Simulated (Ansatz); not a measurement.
A short molecular-dynamics run on CH9HfNO3Si (`C[O][Hf]([NH2])([OH])[O][SiH3]`).

```yaml
crystal:
  periodic: [false, false, false]
  atoms:
    - {symbol: C, position_ang: [1.483115, -1.229132, 2.284878]}
    - {symbol: O, position_ang: [1.119590, -0.644709, 1.081318]}
    - {symbol: Hf, position_ang: [0.601870, 0.259131, -0.527967]}
    - {symbol: N, position_ang: [0.830598, -1.046379, -2.080621]}
    - {symbol: O, position_ang: [1.641167, 1.824712, -0.963728]}
    - {symbol: O, position_ang: [-1.290517, 0.752816, -0.338450]}
    - {symbol: Si, position_ang: [-2.886774, 1.047100, -0.342612]}
    - {symbol: H, position_ang: [1.915931, -2.221341, 2.115988]}
    - {symbol: H, position_ang: [2.227058, -0.617046, 2.806737]}
    - {symbol: H, position_ang: [0.611985, -1.341899, 2.939761]}
    - {symbol: H, position_ang: [1.136362, -0.793070, -3.009124]}
    - {symbol: H, position_ang: [0.666004, -2.042147, -2.055276]}
    - {symbol: H, position_ang: [2.150717, 2.623700, -0.885218]}
    - {symbol: H, position_ang: [-3.657005, -0.227750, -0.328236]}
    - {symbol: H, position_ang: [-3.277807, 1.817045, -1.555827]}
    - {symbol: H, position_ang: [-3.272312, 1.838957, 0.858365]}
basis:
  gaussian: {orbitals: def2-SVP}
hamiltonian: {xc: {name: PBE}, dispersion: d4}
md: {timestep: 1 fs, n_steps: 30, ensemble: nvt_nose_hoover, temperature: 1000, initial_velocities: maxwell_boltzmann, seed: 376}
```

```sh
$ ansatz run in.yaml --threads 2 --pin off --events-out ev --progress --plain --max-ram 20480MiB --backend cpu
```

```csv
step,time (fs),potential energy (eV),kinetic (eV),T (K),conserved (eV)
0,0.0,-17983.7095,1.8096,1000,-17981.8999
1,1.0,-17983.3459,1.4893,823,-17981.8567
2,2.0,-17983.0333,1.2075,667,-17981.8259
3,3.0,-17983.1480,1.2747,704,-17981.8735
4,4.0,-17983.0718,1.2139,671,-17981.8583
5,5.0,-17982.8966,1.0544,583,-17981.8429
6,6.0,-17982.8426,1.0026,554,-17981.8409
7,7.0,-17982.9445,1.0971,606,-17981.8488
8,8.0,-17983.0805,1.2165,672,-17981.8659
9,9.0,-17983.0148,1.1428,632,-17981.8746
10,10.0,-17982.7595,0.9384,519,-17981.8243
11,11.0,-17982.9362,1.0749,594,-17981.8652
12,12.0,-17983.0912,1.2132,670,-17981.8829
13,13.0,-17982.8744,1.0333,571,-17981.8469
14,14.0,-17982.7253,0.8962,495,-17981.8359
15,15.0,-17982.8266,0.9890,546,-17981.8454
16,16.0,-17983.0454,1.1969,661,-17981.8574
17,17.0,-17983.1706,1.3047,721,-17981.8765
18,18.0,-17982.9475,1.0889,602,-17981.8706
19,19.0,-17982.6113,0.8092,447,-17981.8154
20,20.0,-17982.7999,0.9492,524,-17981.8654
21,21.0,-17982.9634,1.1127,615,-17981.8670
22,22.0,-17982.9215,1.0829,598,-17981.8566
23,23.0,-17982.8082,0.9790,541,-17981.8490
24,24.0,-17982.7500,0.9315,515,-17981.8401
25,25.0,-17982.8607,1.0331,571,-17981.8511
26,26.0,-17982.9659,1.1103,614,-17981.8813
27,27.0,-17982.7163,0.8894,491,-17981.8546
28,28.0,-17982.5667,0.7743,428,-17981.8220
29,29.0,-17982.8703,1.0247,566,-17981.8773
30,30.0,-17982.9264,1.0938,604,-17981.8667
```

Velocities are drawn at the set temperature; a run this short doesn't reach equilibrium.

Frames (Å, forces in eV/Å):

```xyz
16
time=0.0 fs
C     1.483   -1.229    2.285   -0.097    0.173   -0.331
O     1.120   -0.645    1.081    0.033   -0.128    0.111
Hf    0.602    0.259   -0.528    0.092    0.033   -0.234
N     0.831   -1.046   -2.081   -0.061    0.379    0.483
O     1.641    1.825   -0.964   -0.183   -0.309   -0.137
O    -1.291    0.753   -0.338    0.902   -0.154    0.045
Si   -2.887    1.047   -0.343   -0.947    0.177   -0.002
H     1.916   -2.221    2.116    0.243   -0.547   -0.025
H     2.227   -0.617    2.807    0.407    0.287    0.332
H     0.612   -1.342    2.940   -0.434   -0.092    0.403
H     1.136   -0.793   -3.009    0.205    0.142   -0.664
H     0.666   -2.042   -2.055   -0.119   -0.703   -0.018
H     2.151    2.624   -0.885    0.417    0.658    0.038
H    -3.657   -0.228   -0.328   -0.211   -0.284    0.002
H    -3.278    1.817   -1.556   -0.123    0.182   -0.277
H    -3.272    1.839    0.858   -0.122    0.186    0.272
16
time=3.0 fs
C     1.487   -1.229    2.279   -0.155   -3.067   -0.937
O     1.107   -0.666    1.087   -0.254    0.116   -0.682
Hf    0.593    0.263   -0.529    0.833   -0.397    0.210
N     0.875   -1.045   -2.055   -0.006   -1.327   -0.489
O     1.648    1.811   -0.988   -0.840   -1.124   -0.251
O    -1.276    0.750   -0.329    0.222   -0.202    0.057
Si   -2.872    1.044   -0.335   -1.021    0.957   -2.556
H     2.073   -2.288    2.102   -1.432    1.816    0.431
H     2.219   -0.618    2.722    1.412    1.288    1.367
H     0.590   -1.354    2.945    0.487   -0.223    0.004
H     1.194   -0.767   -2.997   -0.092   -0.167    0.199
H     0.776   -2.097   -2.034    0.091    1.219   -0.084
H     2.179    2.569   -0.873    1.092    1.584    0.173
H    -3.759   -0.127   -0.286   -0.199   -0.800   -0.293
H    -3.231    1.925   -1.679    0.254   -0.870    1.416
H    -3.254    1.713    0.855   -0.392    1.197    1.434
16
time=6.0 fs
C     1.491   -1.246    2.268    2.129    0.175    0.959
O     1.093   -0.687    1.089   -0.411    0.198   -1.068
Hf    0.585    0.267   -0.530    1.607   -0.903    0.563
N     0.920   -1.050   -2.033    0.192    0.029   -0.914
O     1.650    1.791   -1.013    2.992    4.168    0.548
O    -1.261    0.747   -0.320   -0.738   -0.145    0.078
Si   -2.860    1.044   -0.334   -1.873    1.287   -1.244
H     2.117   -2.219    2.121   -1.132    0.787    0.149
H     2.302   -0.534    2.736   -1.257   -0.892   -0.029
H     0.604   -1.384    2.953    0.664   -0.161   -0.045
H     1.246   -0.753   -2.973   -0.173   -0.195    0.443
H     0.892   -2.071   -2.018   -0.073   -0.165   -0.006
H     2.303    2.660   -0.848   -2.665   -3.516   -0.683
H    -3.873   -0.087   -0.268    0.464   -0.289   -0.465
H    -3.164    1.965   -1.689    0.178   -0.976    1.594
H    -3.264    1.677    0.954    0.096    0.599    0.120
16
time=9.0 fs
C     1.508   -1.262    2.264    0.304    4.233    1.435
O     1.077   -0.707    1.085   -0.379    0.238   -1.044
Hf    0.578    0.271   -0.531    2.422   -1.081    0.629
N     0.965   -1.056   -2.015   -0.248    0.458    0.112
O     1.666    1.790   -1.035   -1.423   -1.546   -0.344
O    -1.250    0.742   -0.310   -1.441   -0.091    0.091
Si   -2.854    1.047   -0.338   -2.220    0.792    1.179
H     2.085   -2.106    2.148    1.473   -3.036   -0.623
H     2.296   -0.512    2.756   -1.375   -1.044   -0.294
H     0.668   -1.428    2.960   -0.075   -0.122    0.307
H     1.287   -0.752   -2.923    0.214    0.240   -0.695
H     1.002   -2.058   -2.003   -0.084   -1.001    0.090
H     2.235    2.499   -0.874    1.587    2.038    0.347
H    -3.948   -0.074   -0.289    0.971    0.153   -0.436
H    -3.084    1.925   -1.569   -0.169   -0.161    0.427
H    -3.267    1.694    1.067    0.445   -0.070   -1.181
16
time=12.0 fs
C     1.529   -1.254    2.268   -0.126   -0.897   -0.471
O     1.058   -0.726    1.076   -0.149    0.195   -0.341
Hf    0.572    0.274   -0.532    2.818   -1.217    0.575
N     1.009   -1.059   -1.997    0.089   -1.267   -0.545
O     1.675    1.782   -1.059   -0.050    0.239    0.100
O    -1.246    0.737   -0.299   -1.782   -0.086    0.093
Si   -2.855    1.053   -0.337   -1.416   -0.777    3.673
H     2.136   -2.189    2.132   -0.256    0.096   -0.196
H     2.187   -0.566    2.758    0.935    1.047    0.713
H     0.729   -1.484    2.990   -0.440   -0.125    0.101
H     1.341   -0.736   -2.916   -0.037   -0.075    0.017
H     1.104   -2.107   -1.981   -0.223    1.067    0.023
H     2.293    2.494   -0.869    0.143    0.232   -0.049
H    -3.944   -0.050   -0.346    0.818    0.038   -0.300
H    -3.020    1.881   -1.426   -0.664    1.763   -2.126
H    -3.234    1.708    1.085    0.338   -0.232   -1.267
16
time=15.0 fs
C     1.549   -1.249    2.269   -0.258   -2.938   -0.686
O     1.039   -0.744    1.065    0.247    0.035    0.663
Hf    0.567    0.276   -0.532    2.885   -1.251    0.337
N     1.054   -1.069   -1.983    0.144    0.044   -0.996
O     1.681    1.772   -1.084    2.945    3.573    1.021
O    -1.252    0.732   -0.289   -1.656   -0.134    0.039
Si   -2.860    1.057   -0.326   -0.509    0.421    1.248
H     2.180   -2.283    2.098   -1.047    2.160    0.242
H     2.144   -0.542    2.815    1.079    0.921    0.347
H     0.758   -1.548    3.024   -0.014    0.118   -0.642
H     1.393   -0.726   -2.910   -0.241   -0.305    0.591
H     1.189   -2.087   -1.957   -0.155    0.090    0.015
H     2.406    2.563   -0.857   -2.924   -3.136   -0.943
H    -3.873   -0.027   -0.430    0.095   -0.555   -0.201
H    -3.008    1.967   -1.434   -0.469    0.820   -0.923
H    -3.175    1.705    1.002   -0.121    0.137   -0.111
16
time=18.0 fs
C     1.567   -1.264    2.267    0.052    0.758    0.784
O     1.022   -0.762    1.058    0.448    0.064    0.993
Hf    0.564    0.278   -0.532    2.930   -1.092    0.053
N     1.099   -1.079   -1.974   -0.580    1.004    0.350
O     1.700    1.778   -1.104   -3.195   -3.040   -0.489
O    -1.267    0.726   -0.277   -1.092   -0.181   -0.061
Si   -2.867    1.062   -0.312   -0.084    1.595   -2.450
H     2.145   -2.211    2.080    0.243    0.622   -0.017
H     2.184   -0.452    2.894   -0.712   -1.392   -1.368
H     0.783   -1.602    3.009   -0.038    0.329   -0.531
H     1.428   -0.737   -2.867    0.196    0.161   -0.638
H     1.262   -2.064   -1.931    0.024   -1.145    0.086
H     2.311    2.411   -0.914    2.945    3.139    0.784
H    -3.792   -0.049   -0.532   -0.322   -0.723   -0.100
H    -3.035    2.120   -1.521   -0.138   -0.912    1.015
H    -3.127    1.717    0.915   -0.677    0.815    1.588
16
time=21.0 fs
C     1.584   -1.272    2.269   -1.729    3.494    0.308
O     1.006   -0.779    1.055    0.469    0.357    0.769
Hf    0.562    0.280   -0.532    2.744   -1.174    0.115
N     1.142   -1.084   -1.964   -0.195   -0.673    0.216
O     1.706    1.773   -1.125    0.387    0.667    0.644
O    -1.287    0.718   -0.267   -0.414   -0.170   -0.100
Si   -2.874    1.072   -0.304   -0.888    1.709   -2.284
H     2.144   -2.108    2.056    2.222   -2.394   -0.641
H     2.175   -0.465    2.868   -0.521   -0.987   -0.966
H     0.800   -1.632    2.953   -0.483    0.066    0.230
H     1.477   -0.739   -2.866    0.061   -0.078   -0.226
H     1.332   -2.112   -1.900   -0.309    0.898   -0.081
H     2.398    2.449   -0.924   -0.755   -0.668   -0.292
H    -3.733   -0.126   -0.640    0.001    0.122    0.256
H    -3.076    2.204   -1.531    0.001   -1.311    1.339
H    -3.132    1.789    0.945   -0.592    0.142    0.712
16
time=24.0 fs
C     1.591   -1.262    2.271   -1.311   -3.071   -3.067
O     0.993   -0.794    1.057    0.453    0.704    0.421
Hf    0.561    0.280   -0.532    2.425   -1.242    0.169
N     1.183   -1.092   -1.952   -0.032    0.351   -0.606
O     1.711    1.766   -1.145    2.610    2.785    1.221
O    -1.310    0.710   -0.256    0.342   -0.127   -0.116
Si   -2.884    1.087   -0.303   -1.634    1.352   -0.577
H     2.288   -2.149    1.994   -0.677    0.984    0.534
H     2.136   -0.540    2.774    1.513    2.160    1.319
H     0.783   -1.655    2.912   -0.044   -0.099    0.337
H     1.529   -0.749   -2.881   -0.287   -0.408    0.732
H     1.379   -2.102   -1.874   -0.213    0.318   -0.064
H     2.490    2.502   -0.939   -3.076   -2.856   -0.828
H    -3.676   -0.194   -0.727    0.149    0.791    0.585
H    -3.118    2.180   -1.432    0.002   -0.786    0.687
H    -3.187    1.872    1.033   -0.221   -0.855   -0.746
16
time=27.0 fs
C     1.589   -1.268    2.255    0.793   -1.533   -1.499
O     0.983   -0.805    1.061    0.347    0.809   -0.025
Hf    0.562    0.280   -0.532    2.150   -1.084    0.062
N     1.224   -1.098   -1.943   -0.787    1.416    0.529
O     1.726    1.772   -1.158   -4.934   -4.298   -0.269
O    -1.331    0.701   -0.247    1.019   -0.026   -0.176
Si   -2.899    1.106   -0.303   -1.314   -0.553    1.677
H     2.392   -2.131    1.970   -1.598    1.397    0.724
H     2.192   -0.478    2.761   -0.300    0.007    0.122
H     0.764   -1.684    2.898    0.680    0.105    0.091
H     1.562   -0.787   -2.849    0.134    0.127   -0.454
H     1.410   -2.075   -1.851    0.027   -1.157    0.149
H     2.369    2.358   -1.012    4.256    3.963    0.845
H    -3.608   -0.199   -0.765   -0.130    0.705    0.612
H    -3.161    2.099   -1.283   -0.344    1.205   -1.364
H    -3.262    1.886    1.066    0.001   -1.084   -1.026
16
time=30.0 fs
C     1.591   -1.285    2.228    0.547    2.352    0.603
O     0.974   -0.813    1.065    0.129    0.803   -0.556
Hf    0.564    0.280   -0.532    1.798   -1.091    0.163
N     1.260   -1.097   -1.931   -0.476   -0.443    0.706
O     1.723    1.762   -1.171    0.835    1.002    0.849
O    -1.347    0.693   -0.238    1.146    0.214   -0.235
Si   -2.918    1.124   -0.299   -0.476   -0.909    1.598
H     2.375   -2.008    2.001    0.275   -0.841   -0.182
H     2.233   -0.402    2.768   -1.524   -1.559   -0.678
H     0.797   -1.706    2.893    0.506    0.076    0.185
H     1.604   -0.819   -2.846    0.124    0.123   -0.417
H     1.438   -2.118   -1.819   -0.315    0.707   -0.040
H     2.476    2.426   -1.046   -1.522   -1.294   -0.291
H    -3.553   -0.148   -0.754   -0.682   -0.086    0.279
H    -3.233    2.112   -1.240   -0.340    1.584   -1.710
H    -3.339    1.811    1.016   -0.026   -0.639   -0.275
```

It took 120 s on 2 threads of an AMD EPYC 7R13 on a shared host, with 0.78 GiB of host memory at the peak.
